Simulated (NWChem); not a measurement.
System: CH$_{3}$ITe; SMILES C[Te]I

NWChem printed, in part:

```
             Northwest Computational Chemistry Package (NWChem) 7.3.0
             --------------------------------------------------------

 CS  symmetry detected

                             Geometry "geometry" -> ""
                             -------------------------

 Output coordinates in angstroms (scale by  1.889725989 to convert to a.u.)

  No.       Tag          Charge          X              Y              Z
 ---- ---------------- ---------- -------------- -------------- --------------
    1 Te                  52.0000    -0.31253545     1.20210531     0.00000000
    2 I                   53.0000    -0.01886898    -1.45846214     0.00000000
    3 C                    6.0000     1.80031419     1.61347157     0.00000000
    4 H                    1.0000     1.90193920     2.69046052     0.00000000
    5 H                    1.0000     2.27403725     1.20886362    -0.88569271
    6 H                    1.0000     2.27403725     1.20886362     0.88569271

 Effective nuclear repulsion energy (a.u.)     730.4251082099

      Symmetry information
      --------------------

 Group name             Cs
 Group number              2
 Group order               2
 No. of unique centers     5

                                Z-matrix (autoz)
                                --------

 Units are Angstrom for bonds and degrees for angles

      Type          Name      I     J     K     L     M      Value
      ----------- --------  ----- ----- ----- ----- ----- ----------
    1 Stretch                  1     2                       2.67673
    2 Stretch                  1     3                       2.15252
    3 Stretch                  3     4                       1.08177
    4 Stretch                  3     5                       1.08285
    5 Stretch                  3     6                       1.08285
    6 Bend                     1     3     4               106.40799
    7 Bend                     1     3     5               110.97775
    8 Bend                     1     3     6               110.97775
    9 Bend                     2     1     3                94.71884
   10 Bend                     4     3     5               109.32337
   11 Bend                     4     3     6               109.32337
   12 Bend                     5     3     6               109.75512
   13 Torsion                  2     1     3     4         180.00000
   14 Torsion                  2     1     3     5          61.16179
   15 Torsion                  2     1     3     6         -61.16179

                           NWChem Geometry Optimization
                           ----------------------------

[...]

      ----------------------
      Optimization converged
      ----------------------

  Step       Energy      Delta E   Gmax     Grms     Xrms     Xmax
  ---- ---------------- -------- -------- -------- -------- --------
@    6    -605.54571680 -1.9D-07  0.00004  0.00001  0.00039  0.00096
                                     ok       ok       ok       ok

                                Z-matrix (autoz)
                                --------

 Units are Angstrom for bonds and degrees for angles

[...]

 Rotational Constants
 --------------------
 A=   0.251047 cm-1  (  0.361193 K)
 B=   0.031965 cm-1  (  0.045990 K)
 C=   0.028516 cm-1  (  0.041027 K)

 Temperature                      =   298.15K
 frequency scaling parameter      =   1.0000

 Zero-Point correction to Energy  =   22.479 kcal/mol  (  0.035823 au)
 Thermal correction to Energy     =   25.737 kcal/mol  (  0.041015 au)
 Thermal correction to Enthalpy   =   26.329 kcal/mol  (  0.041958 au)

 Total Entropy                    =   80.429 cal/mol-K
   - Translational                =   42.680 cal/mol-K (mol. weight = 271.8306)
   - Rotational                   =   28.333 cal/mol-K (symmetry #  =        1)
   - Vibrational                  =    9.416 cal/mol-K

 Cv (constant volume heat capacity) =   14.639 cal/mol-K
   - Translational                  =    2.979 cal/mol-K
   - Rotational                     =    2.979 cal/mol-K
   - Vibrational                    =    8.681 cal/mol-K

[normal modes left out]

 ----------------------------------------------------------------------------
 Normal Eigenvalue ||           Projected Infra Red Intensities
  Mode   [cm**-1]  || [atomic units] [(debye/angs)**2] [(KM/mol)] [arbitrary]
 ------ ---------- || -------------- ----------------- ---------- -----------
    1       -0.000 ||    0.000002           0.000         0.002       0.005
    2       -0.000 ||    0.000000           0.000         0.000       0.000
    3       -0.000 ||    0.000096           0.002         0.094       0.264
    4        0.000 ||    0.000144           0.003         0.140       0.394
    5        0.000 ||    0.000141           0.003         0.137       0.385
    6        0.000 ||    0.000824           0.019         0.804       2.260
    7      122.314 ||    0.000072           0.002         0.070       0.198
    8      123.342 ||    0.000378           0.009         0.368       1.036
    9      196.761 ||    0.003277           0.076         3.195       8.987
   10      502.206 ||    0.004616           0.106         4.500      12.657
   11      795.634 ||    0.013817           0.319        13.469      37.888
   12      810.715 ||    0.008854           0.204         8.632      24.280
   13     1186.300 ||    0.008884           0.205         8.660      24.361
   14     1365.998 ||    0.007681           0.177         7.488      21.062
   15     1387.610 ||    0.013011           0.300        12.684      35.678
   16     2992.078 ||    0.003075           0.071         2.998       8.432
   17     3110.752 ||    0.000740           0.017         0.721       2.029
   18     3138.347 ||    0.000032           0.001         0.031       0.086
 ----------------------------------------------------------------------------
```

Level: PBE-D3(BJ)/def2-SVP with def2 effective core potentials on Te, I. def2 effective core potentials on Te, I; no spin-orbit coupling.

Write an input that gives this output.

Several could match; the one computed here: the input that was run:
```
start job
memory heap 200 mb stack 900 mb global 1100 mb
geometry units angstroms
  Te     0.202139     0.798990     0.947674
  I     -0.255187    -1.092893    -0.889849
  C      0.430072     2.387644    -0.486753
  H      0.631187     3.285907     0.081498
  H     -0.477200     2.523360    -1.062314
  H      1.260515     2.191903    -1.153359
end
basis spherical
  * library def2-svp
end
ecp
  Te library def2-ecp
  I library def2-ecp
end
dft
  xc xpbe96 cpbe96
  disp vdw 4
  iterations 150
end
driver
  maxiter 120
end
task dft optimize
dft
  grid fine
  convergence energy 1d-8 density 1d-7
end
task dft freq numerical
```
